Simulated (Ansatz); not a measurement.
Ideal-gas functions of AlClH₃NS (`[NH2][Al]([SH])[Cl]`) at 500 K and 1 bar, from an Ansatz frequency run at PBE0-D4/def2-TZVP.

Molar mass 111.53 g/mol, point group Cs (symmetry number 1), electronic degeneracy 1, moments of inertia 117.771, 232.279, 350.049 u Å². Harmonic wavenumbers (cm⁻¹, unscaled): 133, 171, 198, 217, 340, 374, 417, 557, 641, 707, 864, 1563, 2705, 3615, 3708.

Use S(trans) = R[1.5 ln M + 2.5 ln T − 1.1517]; rotational temperatures θ = 24.2544 K / I; S(rot) = R[ln(√π/σ · √(T³/θAθBθC)) + 1.5]; for each mode x = 1.438777 ν̃/T, S = R[x/(eˣ − 1) − ln(1 − e⁻ˣ)] and H = RT x/(eˣ − 1); 1 cm⁻¹ = 0.0119627 kJ/mol; R = 8.31446 J/(mol·K).

Task: By hand: the entropy, in J/(mol·K).

Result: Translation 178.4. Rotation: θ = 0.2059, 0.1044, 0.0693 K, giving 121.8. Vibration, mode by mode: 16.35, 14.29, 13.10, 12.36, 8.82, 8.09, 7.28, 5.23, 4.31, 3.71, 2.60, 0.51, 0.03, 0.00, 0.00, in all 96.7. Electronic 0.0. Sum 396.9 J/(mol·K).

Task: By hand: H − E and G − E in kJ/mol, counted from the electronic energy.

Result: Zero-point energy ½ × 16210 × 0.0119627 = 97.0; thermal vibration 25.2; translation, rotation and pV give 4 RT = 16.6. H − E = 138.8 kJ/mol, and G − E = 138.8 − 500 × 396.9/1000 = -59.6 kJ/mol.

Vibration gives 24 % of the entropy, 16.4 J/(mol·K) of it from the mode under 150 cm⁻¹: soft modes count most, and the harmonic formula is weakest for them. The sum counts one conformer and one mirror image; others add a mixing term.
